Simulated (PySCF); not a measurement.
Homolysis of single bonds, series allenyl-X. Gas-phase values, no solvent. One relaxed conformer stands for each flexible species; it need not be the lowest. Strings in code marks are SMILES. In the def2 sets, heavy atoms carry core potentials. All members: neutral, multiplicity 1. Level: ωB97X-D3(BJ)/def2-TZVP // B3LYP-D3(BJ)/def2-TZVP (PySCF), beside PBE-D3(BJ)/def2-TZVP // B3LYP-D3(BJ)/def2-TZVP (PySCF) at the same geometries.  Orbital energies are measured against the vacuum level.

```tsv
species	HOMO, PBE (eV)	HOMO, ωB97X-D3(BJ) (eV)
`C=C=CC#N`	-7.08	-10.54
`C=C=CCC` (C–C–C–C torsion 119°)	-6.06	-9.61
`C#CC=C=C`	-5.99	-9.31
`C=C=CI`	-5.92	-9.28
`C=C=CO` (C–C–O–H torsion 0°)	-5.42	-9.07
`C=C=CS` (C–C–S–H torsion 0°)	-5.35	withheld
`C=C=C[SeH]` (C–C–Se–H torsion 0°)	-5.27	-8.63
```

Question: Fit y = a + b·x, y being the HOMO at the first level, to the 6 complete rows by least squares, with x = the PBE value in eV. Give a, b and the rms residual, and predict the withheld value.

Answer: Means of the 6 rows: x̄ = -5.9567, ȳ = -9.4067 eV. Σ(x − x̄)² = 2.0345 and Σ(x − x̄)(y − ȳ) = 2.0095, so b = 0.988 and a = ȳ − b·x̄ = -3.521 eV. The rms residual is 0.118 eV. At x = -5.35 the line gives -8.81 eV. The run for `C=C=CS` (C–C–S–H torsion 0°) gave -8.77 eV, so the line is off by 0.04 eV, within twice the rms residual.

Codes: PySCF.
